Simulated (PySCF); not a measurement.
**`C#C[C@@H]1C=C[C@@H]1CS`, C7H8S**

Cartesian coordinates in Å; atom numbers follow the order of the lines, from 1:
```xyz
16

C    -2.148   -1.419    1.305
C    -1.618   -0.892    0.369
C    -0.964   -0.279   -0.758
C     0.012   -1.149   -1.522
C     1.062   -0.379   -1.265
C     0.286    0.619   -0.444
C     0.666    0.718    1.019
S     2.261    1.578    1.251
H    -2.622   -1.874    2.122
H    -1.707    0.221   -1.387
H    -0.147   -2.060   -2.068
H     2.105   -0.411   -1.520
H     0.220    1.619   -0.886
H     0.811   -0.273    1.448
H    -0.096    1.247    1.593
H     1.870    2.742    0.733
```

Method: TDDFT CAM-B3LYP/def2-SVPD circular dichroism and optical rotation, one conformer, gas phase (PySCF). Geometry: GFN2-xTB.

The molecule is flexible and this is one conformer; a measurement averages over conformers.

(1) Draw the ECD and absorption spectra from the lowest 16 states, each a Gaussian of half-width 0.25 eV at 1/e height.

## Answers

(1) 
| E (eV) | λ (nm) | Δε (L mol⁻¹ cm⁻¹) | ε (L mol⁻¹ cm⁻¹) |
| --- | --- | --- | --- |
| 5.03 | 247 | +0.06 | 4.39 |
| 5.18 | 239 | +0.48 | 33.8 |
| 5.33 | 233 | +1.81 | 126 |
| 5.48 | 226 | +3.30 | 231 |
| 5.63 | 220 | +2.93 | 218 |
| 5.78 | 215 | +1.27 | 227 |
| 5.93 | 209 | +0.29 | 687 |
| 6.08 | 204 | -0.10 | 1580 |
| 6.23 | 199 | -1.73 | 1880 |
| 6.38 | 194 | -7.20 | 1470 |
| 6.53 | 190 | -10.93 | 1730 |
| 6.68 | 186 | +0.80 | 2950 |
| 6.83 | 182 | +10.30 | 4690 |
| 6.98 | 178 | -14.68 | 8080 |
| 7.13 | 174 | -52.02 | 12300 |
| 7.28 | 170 | -61.48 | 13700 |
| 7.43 | 167 | -37.88 | 13700 |
| 7.58 | 164 | +3.71 | 13500 |

Δε uses R in velocity form, ε uses f in length form. Only the states computed contribute, so the short-wavelength end is incomplete.
